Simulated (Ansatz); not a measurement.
Saddle point of CH6FGa, closed shell (CH₅Ga ([CH3][GaH2]) + HF → GaH₂F ([F][GaH2]) + CH₄; bonds formed: Ga1–F6, C2–H5; bonds broken: Ga1–C2, H5–F6), PBE0-D4/def2-TZVP structure:

```
9
angstrom
Ga -1.0281 -0.3563 -0.4442
C 0.9205 -0.0958 0.4027
H -0.9336 -0.8213 -1.9258
H -2.0921 -0.6830 0.6436
H 0.1007 1.0504 0.0049
F -0.7437 1.6700 -0.4054
H 1.1248 0.3591 1.3754
H 1.7695 0.0518 -0.2657
H 0.8819 -1.1749 0.6145
```

Energies are electronic, without zero-point energy. Barriers and step energies count from the start structure reached by relaxing down the imaginary mode; all methods use the PBE0-D4 structures, on which another method's saddle can fall below an end. Ansatz 0.2.0; basis: def2-TZVPP, with def2-QZVPP for the basis limit; cores frozen in the correlated methods. Filled d shells of the heavier atoms are correlated. The def2 sets are not built for correlating such inner shells, so the correlated values are less sure here. B3LYP uses VWN-RPA correlation. Extrapolation: Hartree–Fock as exp(−7.88 √X), correlation as X^−2.97.

| method | barrier (kcal/mol) | step energy (kcal/mol) |
| --- | --- | --- |
| SPW92 | 0.41 | -21.66 |
| PBE-D4 | 5.78 | -24.44 |
| BLYP-D4 | 8.30 | -27.27 |
| r2SCAN-D4 | 6.94 | -25.71 |
| B97M-V | ? | -26.89 |
| PBE0-D4 | 8.85 | -23.90 |
| B3LYP-D4 | 10.36 | -26.63 |
| r2SCAN0-D4 | 9.43 | -24.87 |
| BHLYP-D4 | 13.76 | -26.74 |
| CAM-B3LYP-D4 | 10.28 | -26.43 |
| wB97X-V | 10.75 | -25.64 |
| wB97M-V | ? | -24.48 |
| B2PLYP | 11.03 | -26.29 |
| PBE-QIDH | 10.73 | -23.99 |
| RPA on PBE | 11.88 | -24.11 |
| HF | 21.84 | -28.99 |
| MP2 | ? | -23.98 |
| CCSD | 13.92 | -24.50 |
| CCSD(T) | 12.09 | -24.14 |

(1) Fill in the withheld barriers. (To be estimated.)

The T1 diagnostic stays at or below 0.013.

Answers

(1) Computed: MP2 11.05; B97M-V 10.93; wB97M-V 10.93 kcal/mol. Each is the energy of the saddle less that of the start structure, by the same method.

For comparison, the barrier by CCSD(T) at an estimated basis limit (MP2 extrapolated from triple and quadruple zeta, plus CCSD(T) − MP2 in triple zeta) is 12.11 kcal/mol.

Labels in which every atom is bracketed show which atoms are joined, not bond orders.

For scale, one of the runs: CCSD(T)/def2-TZVPP, 194 basis functions, launched by `ansatz run in.yaml --threads 4 --pin off --events-out ev --progress --plain --max-ram 9574MiB`. Hardware: 4 CPU threads of an Intel Xeon, shared host. Wall time 47 s; peak host memory 2.3 GiB.
